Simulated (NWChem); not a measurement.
# CH₄AlFO; SMILES [F][Al]([OH])[CH3]

```xyz
8

Al    -0.0050    -0.0488     0.0000
F     -1.4376    -0.9053     0.0000
C     -0.0024     1.8819     0.0000
H     -0.5276     2.2766    -0.8848
H      1.0217     2.2841     0.0000
H     -0.5276     2.2766     0.8848
O      1.4424    -0.9323     0.0000
H      1.5130    -1.8881     0.0000
```
Atoms are numbered in this order, from 1.

The geometry was optimised at PBE0/def2-SVP. B3LYP is NWChem's, with the RPA form of VWN correlation.

Symmetry labels are those of Cs in the frame above (b1 and b2, or b-type labels, depend on it).

Problem. List the 6 lowest vertical singlet excitations and the 6 lowest triplet ones from B3LYP/def2-SVP, full TDDFT (NWChem).

Solution. 
```
state  energy (eV)  oscillator strength  symmetry  leading excitation (squared amplitude)
-----  -----------  -------------------  --------  --------------------------------------
S1            7.20                0.026        a"                    HOMO−1 → LUMO (0.95)
S2            7.36                0.063        a'                      HOMO → LUMO (0.70)
S3            7.57                0.030        a"                    HOMO → LUMO+1 (0.85)
S4            7.70                0.161        a'                    HOMO−2 → LUMO (0.69)
S5            8.01                0.040        a"                  HOMO−2 → LUMO+1 (0.88)
S6            8.29                0.094        a'                  HOMO−1 → LUMO+1 (0.81)
T1            6.60       spin-forbidden        a'                      HOMO → LUMO (0.97)
T2            6.79       spin-forbidden        a"                    HOMO−1 → LUMO (0.95)
T3            7.01       spin-forbidden        a'                  HOMO−1 → LUMO+1 (0.83)
T4            7.08       spin-forbidden        a"                    HOMO → LUMO+1 (0.98)
T5            7.21       spin-forbidden        a'                    HOMO−2 → LUMO (0.80)
T6            7.65       spin-forbidden        a"                  HOMO−2 → LUMO+1 (0.98)
```
